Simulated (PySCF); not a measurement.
Molecule: SMILES CCCCC(N)=O, C$_{5}$H$_{11}$NO.

Geometry:
| atom | x (Å) | y (Å) | z (Å) |
| --- | --- | --- | --- |
| C1 | -2.949 | 0.121 | 0.522 |
| C2 | -1.685 | -0.356 | -0.176 |
| C3 | -0.414 | 0.229 | 0.422 |
| C4 | 0.848 | -0.246 | -0.272 |
| C5 | 2.113 | 0.365 | 0.307 |
| N6 | 3.271 | -0.081 | -0.253 |
| O7 | 2.101 | 1.190 | 1.197 |
| H8 | -2.944 | -0.158 | 1.588 |
| H9 | -3.853 | -0.313 | 0.069 |
| H10 | -3.043 | 1.217 | 0.471 |
| H11 | -1.735 | -0.099 | -1.250 |
| H12 | -1.635 | -1.459 | -0.138 |
| H13 | -0.349 | -0.021 | 1.494 |
| H14 | -0.448 | 1.330 | 0.387 |
| H15 | 0.932 | -1.347 | -0.217 |
| H16 | 0.813 | -0.006 | -1.350 |
| H17 | 3.286 | -0.762 | -0.997 |
| H18 | 4.144 | 0.300 | 0.085 |

Geometry PBE0-D3(BJ)/def2-SVP throughout; GIAO in PySCF 2.14, gas phase, one conformer, non-relativistic; equivalent atoms averaged; basis pcSseg-1.

(1) How do the shifts δ (against TMS, NH3 at the same level) depend on the functional? (a selection of nuclei; ppm; last column core-seconds on shared hosts with different chips, so compare them loosely)

(2) Which nucleus among those listed moves most, in ppm?

Results:

(1) 
| functional | kind | C5 | C4 | C3 | N6 | H18 | H15/H16 | H13/H14 | H8/H9/H10 | H11/H12 | core-s |
| --- | --- | --- | --- | --- | --- | --- | --- | --- | --- | --- | --- |
| HF | Hartree–Fock | 178.9 | 33.0 | 25.1 | 97.9 | 4.56 | 1.62 | 1.41 | 1.10 | 0.88 | 10 |
| LDA | LDA | 172.6 | 37.7 | 30.4 | 124.8 | 4.20 | 2.00 | 1.41 | 1.02 | 1.15 | 25 |
| BLYP | GGA | 168.5 | 37.5 | 32.5 | 116.6 | 4.12 | 1.91 | 1.43 | 1.07 | 1.15 | 30 |
| KT2 | GGA | 159.6 | 35.0 | 30.2 | 108.5 | 4.16 | 1.88 | 1.40 | 1.05 | 1.13 | 30 |
| KT3 | GGA | 157.4 | 34.9 | 30.4 | 106.1 | 4.18 | 1.85 | 1.41 | 1.05 | 1.13 | 32 |
| B97-D | GGA | 163.6 | 36.2 | 30.7 | 110.6 | 4.18 | 1.90 | 1.44 | 1.07 | 1.14 | 30 |
| PBE0 | global hybrid | 171.8 | 35.8 | 28.5 | 111.8 | 4.31 | 1.81 | 1.40 | 1.04 | 1.04 | 27 |
| mPW1PW91 | global hybrid | 172.0 | 35.8 | 28.3 | 111.4 | 4.31 | 1.81 | 1.40 | 1.04 | 1.03 | 18 |
| WP04 | global hybrid | 173.3 | 37.1 | 29.6 | 107.7 | 4.42 | 1.76 | 1.43 | 1.00 | 0.99 | 31 |
| wB97X-D | range-separated hybrid | 173.8 | 36.0 | 27.8 | 110.2 | 4.34 | 1.77 | 1.38 | 1.04 | 0.99 | 40 |

(2) N6 (amide-type nitrogen): from 97.9 ppm with HF to 124.8 ppm with LDA. The smallest spread is 0.06 ppm, at H13/H14. Proton shifts span only some 12 ppm, so a few tenths of a ppm matter as much there as several ppm in carbon.
